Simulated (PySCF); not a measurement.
# Ar²⁺: ionisation energy

Ar²⁺ [Ne] 3s2 3p4 (3P) → Ar³⁺ [Ne] 3s2 3p3 (4S), as a difference of total energies. Computed with PySCF 2.14 in x2c-TZVPall, with the spin-free X2C one-electron Hamiltonian (Gaussian nucleus). Correlated levels: valence: [Ne] frozen. The calculations carry no spin-orbit coupling.

| method | ionisation energy (eV) | difference from reference (eV) |
| --- | --- | --- |
| UHF | 39.360 | -1.375 |
| PBE | 40.722 | -0.013 |
| M06-L | 40.508 | -0.227 |
| MP2 (valence) | 40.142 | -0.593 |
| SCS-MP2 (valence) | 40.224 | -0.511 |
| CCSD (valence) | 40.252 | -0.483 |
| CCSD(T) (valence) | 40.279 | -0.456 |

Reference: 40.735 ± 0.012 eV (semi-empirical (NIST evaluation); NIST Atomic Spectra Database, ionization energies).

The reference lies between the lowest fine-structure levels, while these numbers refer to the centres of the terms.

Errors of the correlated levels include the incompleteness of this basis and the frozen core.
